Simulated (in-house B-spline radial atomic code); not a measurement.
The ruthenium ion Ru⁺ is squeezed into an impenetrable sphere of radius R (the orbitals vanish at R). Computed with an all-electron radial atomic-structure program (B-spline basis): Dirac-Hartree-Fock, average of configuration, Fermi nucleus of rms radius 4.4809 fm.

Energies in eV above the free ion in [Kr] 4d7:

```tsv
R (bohr)	highest level (eV)	[Kr] 4d7	[Ar] 3d10 4s2 4p5 4d8	[Kr] 4d6 4f1
9.51	-17.7	0.0001191	46.18	14.16
6.29	-17.6	0.05207	46.23	18.63
5.1	-17.2	0.4424	46.61	23.27
3.93	-15.3	3.579	49.85	33.7
3.88	-15.1	3.92	50.21	34.45
3.14	-10.7	15.76	62.82	53.71
2.55	-0.564	54.25	103.7	100.4
2.03	24.6	191.1	246.5	246.3
1.99	27.9	212.2	268.4	268.2
1.54	97.6	756.6	824.8	817.5
```

Does [Ar] 3d10 4s2 4p5 4d8 fall below [Kr] 4d7 under compression?

No, it stays above over the whole range.

Does [Kr] 4d6 4f1 fall below [Kr] 4d7 under compression?

No, it stays above over the whole range.

The highest level is first positive in the row R = 2.03 bohr, pushed up by confinement above the zero of the free ion's potential. Each configuration is held fixed and needn't be the lowest in the sphere.
